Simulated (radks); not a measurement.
Initial-state core-level shifts of the bromine ion Br2+ when its valence configuration changes from [Ar] 3d10 4s2 4p3. Method: scalar-relativistic Kohn-Sham, PBE, spin-polarised, spherical densities, finite nucleus; open shells are filled with parallel spins first; Fermi nuclear charge, rms radius 4.1629 fm; computed with a radial shooting solver on a logarithmic mesh with Libxc functionals. Shifts are changes of the shell-averaged eigenvalues in eV (positive: less bound); the change of the density at the nucleus, which sets a Mossbauer isomer shift, is in e/bohr^3, on a base of 4.5e+04.

| valence | 1s | 2s | 2p | 3s | density at nucleus |
|---|---|---|---|---|---|
| 3d9 4s2 4p4 | -16.309 | -17.973 | -17.859 | -13.787 | +18.275 |
| 3d10 4s1 4p4 | -1.595 | -1.569 | -1.559 | -1.590 | -39.611 |
| 3d10 4s1.5 4p3.5 | -0.800 | -0.787 | -0.782 | -0.797 | -19.736 |
| 3d9.5 4s2 4p3.5 | -8.070 | -8.885 | -8.828 | -6.877 | +8.973 |
| 3d9.5 4s1 4p4.5 | -9.615 | -10.410 | -10.341 | -8.416 | -32.348 |
| 3d9 4p6 | -19.363 | -20.992 | -20.853 | -16.827 | -69.453 |
| 3d8.5 4s2 4p4.5 | -24.718 | -27.265 | -27.095 | -20.728 | +27.913 |
| 3d10 4p5 | -3.397 | -3.328 | -3.309 | -3.352 | -79.795 |
| 3d8 4s2 4p5 | -33.300 | -36.759 | -36.536 | -27.700 | +37.874 |
